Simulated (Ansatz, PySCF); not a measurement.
Gas-phase reaction (SMILES): BrI -> I atom + Br atom; the Br-I bond at the site shown breaks (other sites are not compared here).

Structures are relaxed separately at B3LYP-D3(BJ)/def2-TZVP in Ansatz (a first-principles code). Valence correlation only, unless marked. UHF or UKS for open shells. Spin-orbit coupling is left out. The frozen core is the preceding noble-gas configuration, with the filled d and f shells of earlier blocks. Past Kr the def2 sets carry scalar-relativistic core potentials. Basis-set limits of correlation are two-point, X^-3; Hartree-Fock from the larger set. Thermal terms are rigid-rotor harmonic-oscillator values from B3LYP-D3(BJ) frequencies (PySCF) at 298.15 K and 1 atm. 1 Eh = 627.5095 kcal/mol. Atoms have translation alone.

```json
[
 {"species": "BrI", "E, CCSD(T)/CBS(def2-TZVPPD,def2-QZVPPD) (Ansatz) (Eh)": "-2869.54111", "E, r2SCAN-D4/def2-TZVPD (Ansatz + dftd4) (Eh)": "-2871.96983", "H - E (Eh)": "0.00437"},
 {"species": "I atom", "E, CCSD(T)/CBS(def2-TZVPPD,def2-QZVPPD) (Ansatz) (Eh)": "-296.82684", "E, r2SCAN-D4/def2-TZVPD (Ansatz + dftd4) (Eh)": "-297.79517", "H - E (Eh)": "0.00236"},
 {"species": "Br atom", "E, CCSD(T)/CBS(def2-TZVPPD,def2-QZVPPD) (Ansatz) (Eh)": "-2572.63393", "E, r2SCAN-D4/def2-TZVPD (Ansatz + dftd4) (Eh)": "-2574.09289", "H - E (Eh)": "0.00236"}
]
```

**Question.** Work out ΔE and ΔH at 298.15 K at the first level, then ΔH at the second.

**Answer.** 
1. ΔE = [(-296.82684) + (-2572.63393)] - [(-2869.54111)] = 0.08034 Eh = 50.4 kcal/mol at CCSD(T)/CBS(def2-TZVPPD,def2-QZVPPD).
2. The terms H - E add up to 0.00035 Eh, so ΔH = (0.08034 + (0.00035))×627.5095 = 50.6 kcal/mol.
3. At r2SCAN-D4/def2-TZVPD the same steps give ΔE = 51.3 and ΔH = 51.5 kcal/mol, a shift of +0.9 from the first level.
4. Tabulated enthalpies of formation (BrI 9.7 kcal/mol, ATcT 1.112; I atom 25.5 kcal/mol, ATcT 1.112; Br atom 26.7 kcal/mol, ATcT 1.112) give ΔH = 42.5, so the errors are +8.1 and +9.0 kcal/mol; the tables hold anharmonic motion, spin-orbit effects, which both levels lack, and core correlation, which the frozen-core level lacks.
